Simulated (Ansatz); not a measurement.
The cluster CdF₂. Charge 0, multiplicity 3. Geometry PBE-D4/def2-TZVPD, that of the charge -1 doublet; atoms count from 1.

```xyz
3

Cd    0.077    0.294    0.608
F     1.630    0.530   -0.843
F    -1.708   -0.824    0.236
```

In the def2 sets Cd takes a core potential; there is no spin–orbit coupling. At PBE0-D4/def2-TZVPD a singlet of charge 0 lies 3.16 eV below the triplet at the same geometry. The structure comes from a short search, and lower isomers may exist.

Question: Estimate the Mulliken populations from the PBE0/def2-TZVPD orbitals of Ansatz.

Answer: 
```csv
atom,charge (e),spin (α − β),d electrons
Cd1,0.66,1.01,9.95
F2,-0.33,0.50,–
F3,-0.33,0.50,–
```
Mulliken values and Mayer orders depend strongly on the basis. With diffuse functions, as here, like atoms can get unlike values, and bond orders can come out too low or too high.

Question: Where does the spin sit?

Answer: Summed by element: Cd 1.01, F 0.99, of 2 unpaired in all. Largest on single atoms: Cd1 1.01, F3 0.50, F2 0.50.
